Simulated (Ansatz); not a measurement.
Stepwise reaction of `[SiH3][O][Zn][O][SiH3]` with hydrogen, as a gas-phase model of exchange steps in deposition or etching. ΔE in kJ/mol.

Gas-phase electronic energies from Ansatz, PBE0-D4/def2-TZVP geometries. CCSD(T)/CBS adds triple-zeta CCSD(T) − MP2 to the extrapolated MP2 energy (def2 sets, frozen cores). This one scheme is used for every species. Functionals use def2-TZVPP. B3LYP here is the variant with VWN-RPA as its local correlation; programs differ in this. For Zn outer-core shells are correlated without core-valence functions, which leaves a few kJ/mol of doubt a bond. Scalar relativity is left out up to krypton. Each species was taken in one conformer, which may not be the lowest.

```
step                                                      reaction  PBE-D4  B3LYP-D4  ωB97M-V  CCSD(T)/CBS
   1  `[SiH3][O][Zn][O][SiH3]` + H₂ → `[SiH3][O][ZnH]` + `O[SiH3]`    12.8      18.2     15.1         30.4
   2                  `[SiH3][O][ZnH]` + H₂ → `[ZnH2]` + `O[SiH3]`    52.1      56.8     52.9         64.7
```

(1) By hand: ΔE of the 2 steps together at CCSD(T)/CBS.

Answers

(1) (30.4) + (64.7) = 95.1 kJ/mol, or 47.5 kJ/mol a step.

In ΔE each step is higher than the one before. All are uphill at CCSD(T)/CBS. PBE-D4 differs from CCSD(T)/CBS by -17.6 to -12.6 kJ/mol a step. Isolated molecules leave out the surface, adducts and barriers. Largest T1 diagnostic: 0.016.
